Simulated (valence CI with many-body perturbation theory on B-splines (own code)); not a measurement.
The numbers below are computed, except where a source is named.
## Ti16+: input, log and results

Level of theory: valence CI with perturbative core correlation (CI+MBPT): four valence electrons over a frozen Dirac-Fock core [He], radial functions for each j: 6 s, 6 p, 5 d, 3 f, 1 g, with the one-electron correlation potential Σ1 (screened to all orders), the two-electron term Σ2, the three-electron term Σ3, Breit, model QED; selected single and double excitations, second order for the rest, scaled by the run's own slope (own B-spline code, finite nucleus).

Command, and the settings that its task file holds:

```sh
python run_cv.py task.json out
```

```
atom Ti  Z=22  mass_number=48  rms_radius_fm=3.5921
core [He]
valence 2s2 2p2
avg = 1
basis = S
breit = 1
cap = 10000
capref = 1200
cscale = 1
de = 0.0
dress = 0
eps = 2e-08
extrap = 1
h = 0.27
hh = 1
l2 = 3
lcore = 6
maxit = 60
n2 = 5
natural = 1
nlev = 21
nno = [3, 3, 3, 2, 1]
nroot = 26
nsp = [3, 3, 2, 1, 0]
pt2 = 1
qed = 1
rpa = 1
s1 = 1
s2 = 1
s3 = 1
screen = 1
tol = 0.03
whole = 1
```

It took 12 s on 1 thread of Arm Neoverse V1, on a shared host.

Log. The first blocks belong to the next ion, which gives the ionisation energy. Fields: 2J, parity (1 odd), roots, reference size, generating configurations, candidates as configurations/state functions, variational space P, stored matrix elements, Davidson steps; e2 is the range of second-order energies in hartree. The first line gives the box (bohr), its intervals, the orbitals and the steps of their self-consistent field. Window is the range of levels sought, series limit the energy at which the first omitted orbital would enter, core excitation an estimate of the first excitation out of the core, left out the lowest levels not solved, and shifts from estimates the range by which levels moved from their first estimate, all in cm⁻¹.

```
rmax 3.4 intervals 59 orbitals 36 references ['2s2 2p2', '2s 2p3', '2p4'] scf 4 t 0.4
2J=1 par=1 roots 2 ref 40 generators 2 cand 613/874 P 645/914 nnz 0 it 0
2J=1 par=1 roots 2 ref 40 generators 6 cand 245/336 P 890/1250 nnz 0 it 0
   second order: generators 20 cand 1680/2491 e2 -0.00004 -0.00001
2J=3 par=1 roots 2 ref 61 generators 4 cand 483/939 P 523/1000 nnz 0 it 0
2J=3 par=1 roots 2 ref 61 generators 10 cand 449/836 P 972/1836 nnz 0 it 2
   second order: generators 22 cand 2068/4326 e2 -0.00001 -0.00001
reference levels 448, estimated 326, window 5154102 1/cm; series limit 7787852, core excitation 37271963
2J=0 par=0 roots 6 ref 28 generators 14 cand 646/1019 P 2397/3573 nnz 9.6e+05 it 2
2J=0 par=0 roots 6 ref 28 generators 23 cand 1533/2624 P 3930/6197 nnz 2.3e+06 it 2
   second order: generators 48 cand 6311/11390 e2 -0.00007 -0.00001
2J=2 par=0 roots 7 ref 58 generators 19 cand 427/1274 P 1518/4463 nnz 1.9e+06 it 2
2J=2 par=0 roots 7 ref 58 generators 24 cand 1547/5516 P 3065/9979 nnz 7.7e+06 it 2
   second order: generators 63 cand 10403/42904 e2 -0.00013 -0.00003
2J=4 par=0 roots 7 ref 64 generators 18 cand 452/1421 P 1522/4975 nnz 2.5e+06 it 2
2J=4 par=0 roots 7 ref 64 generators 22 cand 1152/5010 P 2674/9985 nnz 8.3e+06 it 3
   second order: generators 54 cand 10133/56543 e2 -0.00033 -0.00003
2J=4 par=1 roots 6 ref 67 generators 14 cand 405/1371 P 1420/4842 nnz 2.5e+06 it 2
2J=4 par=1 roots 6 ref 67 generators 22 cand 1180/5131 P 2600/9973 nnz 8.5e+06 it 3
   second order: generators 55 cand 10892/59548 e2 -0.00080 -0.00001
2J=2 par=1 roots 7 ref 62 generators 18 cand 493/1325 P 1625/4654 nnz 2.1e+06 it 2
2J=2 par=1 roots 7 ref 62 generators 31 cand 1383/5225 P 3008/9879 nnz 7.5e+06 it 2
   second order: generators 67 cand 10606/42788 e2 -0.00039 -0.00003
2J=6 par=1 roots 2 ref 47 generators 8 cand 307/950 P 1079/3348 nnz 1.4e+06 it 2
2J=6 par=1 roots 2 ref 47 generators 14 cand 1326/6636 P 2405/9984 nnz 9.4e+06 it 2
   second order: generators 31 cand 7911/48913 e2 -0.00027 -0.00003
2J=0 par=1 roots 3 ref 24 generators 11 cand 833/1329 P 2565/3956 nnz 1.1e+06 it 2
2J=0 par=1 roots 3 ref 24 generators 15 cand 1355/2282 P 3920/6238 nnz 2.5e+06 it 2
   second order: generators 37 cand 6893/12549 e2 -0.00003 -0.00002
2J=6 par=0 roots 2 ref 41 generators 8 cand 397/1237 P 1178/3750 nnz 1.5e+06 it 2
2J=6 par=0 roots 2 ref 41 generators 13 cand 1704/7210 P 2882/10960 nnz 9.6e+06 it 2
   second order: generators 27 cand 6891/43480 e2 -0.00012 -0.00003
2J=8 par=1 roots 1 ref 24 generators 5 cand 339/1379 P 1197/3935 nnz 1.8e+06 it 2
2J=8 par=1 roots 1 ref 24 generators 8 cand 1721/7873 P 2918/11808 nnz 1.2e+07 it 2
   second order: generators 20 cand 5645/38859 e2 -0.00006 -0.00006
left out: unestimated 7445101, estimated 5486562, shifts from estimates -25 to 142
operators 0.1
```

The Davidson iterations converged. The settings are bad on purpose, so the numbers may not be properties of the ion.

No measured levels were compared; by estimate levels of excited configurations hold to 0.05 to 0.15 % of their energy, terms of the ground configuration to about 0.5 %.

| Property | Result |
| --- | --- |
| Valence energy | -188.2989 hartree |
| Ionisation energy | 1131.3 eV (NIST: 1130.2 ± 0.5 eV (semi-empirical)) |
| Reference configurations for the orbitals | 2s2 2p2, 2s 2p3, 2p4 |
| Radial orbitals | 36 |
| Box radius | 3.433 bohr |
| Largest variational space | 11808 |
| Lowest levels | 2s2 2p2 3P_0 0, 2s2 2p2 3P_1 29648, 2s2 2p2 3P_2 55763, 2s2 2p2 1D_2 140990, 2s2 2p2 1S_0 242700, 2s 2p3 5S°_2 333290, 2s 2p3 3D°_2 579130, 2s 2p3 3D°_1 580370, 2s 2p3 3D°_3 587030, 2s 2p3 3P°_0 678940, 2s 2p3 3P°_1 681420, 2s 2p3 3P°_2 687270, 2s 2p3 3S°_1 839020, 2s 2p3 1D°_2 845990 cm⁻¹ |
